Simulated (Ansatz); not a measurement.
Program: Ansatz. Geometries: PBE0-D4/def2-TZVP. ΔE: electronic, gas phase. CBS: MP2 limit from def2 TZ/QZ plus the TZ coupled-cluster correction, frozen cores. This one scheme is used for every species. Functionals use def2-TZVPP. B3LYP here is the variant with VWN-RPA as its local correlation; programs differ in this. HSE06 is defined as in plane-wave codes. For Mg outer-core shells are correlated without core-valence functions, which leaves a few kJ/mol of doubt a bond. Each species was taken in one conformer, which may not be the lowest.

Reaction (ligand exchange at a Mg–N bond): `C[N](C)[Mg][OH]` + CH₃SH → `C[S][Mg][OH]` + `CNC`

| level | ΔE (kJ/mol) | difference from CCSD(T)/CBS |
| --- | --- | --- |
| LDA (SPW92) | -68.4 | 2.1 |
| PBE-D4 | -72.1 | -1.6 |
| revPBE-D4 | -70.3 | 0.2 |
| BLYP-D4 | -66.4 | 4.1 |
| r2SCAN-D4 | -74.1 | -3.6 |
| B97M-V | -74.9 | -4.4 |
| PBE0-D4 | -77.0 | -6.5 |
| B3LYP-D4 | -71.1 | -0.6 |
| r2SCANh-D4 | -75.6 | -5.1 |
| HSE06-D4 | -77.3 | -6.8 |
| BHLYP-D4 | -77.1 | -6.6 |
| CAM-B3LYP-D4 | -70.4 | 0.1 |
| ωB97X-V | -73.6 | -3.1 |
| ωB97M-V | -73.1 | -2.6 |
| B2PLYP | -71.1 | -0.6 |
| PBE | -73.3 | -2.8 |
| revPBE | -74.7 | -4.2 |
| BLYP | -69.1 | 1.4 |
| r2SCAN | -74.5 | -4.0 |
| B3LYP | -73.0 | -2.5 |
| r2SCAN0 | -78.2 | -7.7 |
| HSE06 | -78.3 | -7.8 |
| BHLYP | -78.0 | -7.5 |
| CAM-B3LYP | -71.5 | -1.0 |
| LC-ωPBE | -74.6 | -4.1 |
| RPA@PBE/def2-TZVPP | -62.0 | 8.5 |
| HF/def2-SVP | -82.9 | -12.4 |
| MP2/def2-SVP | -64.7 | 5.8 |
| CCSD/def2-SVP | -65.8 | 4.7 |
| CCSD(T)/def2-SVP | -64.2 | 6.3 |
| HF/def2-TZVPP | -86.7 | -16.2 |
| MP2/def2-TZVPP | -67.4 | 3.1 |
| SCS-MP2/def2-TZVPP | -66.9 | 3.6 |
| CCSD/def2-TZVPP | -69.5 | 1.0 |
| CCSD(T)/def2-TZVPP | -68.0 | 2.5 |
| HF/def2-QZVPP | -85.8 | -15.3 |
| MP2/def2-QZVPP | -68.5 | 2.0 |
| SCS-MP2/def2-QZVPP | -68.3 | 2.2 |
| HF/CBS(def2) | -85.7 | -15.2 |
| CCSD/CBS(def2) | -72.0 | -1.5 |
| CCSD(T)/CBS | -70.5 | 0 |

Largest T1 diagnostic among the species: 0.011.

At CCSD(T), def2-SVP lies +6.3 kJ/mol from the extrapolated value and def2-TZVPP +2.5 kJ/mol. From BLYP to BHLYP (50 % exact exchange), in def2-TZVPP and without D4, ΔE moves by −8.9 kJ/mol. Leaving LDA and LC-ωPBE aside and taking each functional with its dispersion term where it has one, the values, not all of them listed here, spread over 11.4 kJ/mol, from r2SCAN0-D4 to BLYP-D4. LDA lies +4.9 kJ/mol from PBE without D4.
